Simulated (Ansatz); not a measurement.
A run for Ansatz (a quantum-chemistry and plane-wave program): R-CCSD(T)/aug-cc-pVDZ on C2HNO2 (a complex), monomers drawn apart or pushed together.

Ansatz 0.2 input:
```yaml
crystal:
  periodic: [false, false, false]
  atoms:
    - {symbol: O, position_ang: [-1.16938969, -0.74682711, -0.35087163]}
    - {symbol: C, position_ang: [-0.20303124, -0.12951649, -0.19348631]}
    - {symbol: O, position_ang: [0.76828343, 0.49074969, -0.04811055]}
    - {symbol: C, position_ang: [0.72838976, 0.53883434, 4.33529402]}
    - {symbol: N, position_ang: [-0.23855272, -0.07609898, 4.36137920]}
    - {symbol: H, position_ang: [1.62823642, 1.11086014, 4.30018193]}
basis:
  gaussian:
    orbitals: aug-cc-pVDZ
magnetization: {spin_polarized: false}
correlation: {method: ccsd_t, electrons: outside_noble_gas}
scf: {lower_state_search: off}
```

The head of its log:

```
WARN ansatz: RAYON_NUM_THREADS=1 ignored (pool sized by the plan → 1); use --threads N
Functional definition: HF
these checks for a lower state are left out or cut short: stability, starts, cluster_reference, orbital_swaps, neighbouring_geometries, increment
integrals: 0.24 GiB planned
1233 factors; integrals over basis functions are off by at most 7.8e-4 eV
mean field: 0.35 GiB planned
mean field evaluation 1: about -7629.8367 eV, gradient 4.6e1 eV
mean field evaluation 2: about -7629.9110 eV, gradient 4.6e1 eV
mean field evaluation 4: about -7634.1497 eV, gradient 3.8e0 eV
mean field evaluation 8: about -7634.2023 eV, gradient 4.1e-1 eV
mean field -7634.20292282 eV, -280.5517827651 hartree, gradient 2.6e-6 eV, S^2 0.000000; 0 other end points of the search recorded, 0 dependent functions left out
5 core orbitals not correlated
reference -7634.20292282 eV, -280.5517827651 hartree; 13, 13 occupied and 106, 106 virtual orbitals, 1233 factors
```

Task: Give the final energy of this run.

Result: -281.3885 hartree (reference determinant -280.5518, T1 diagnostic 0.017).
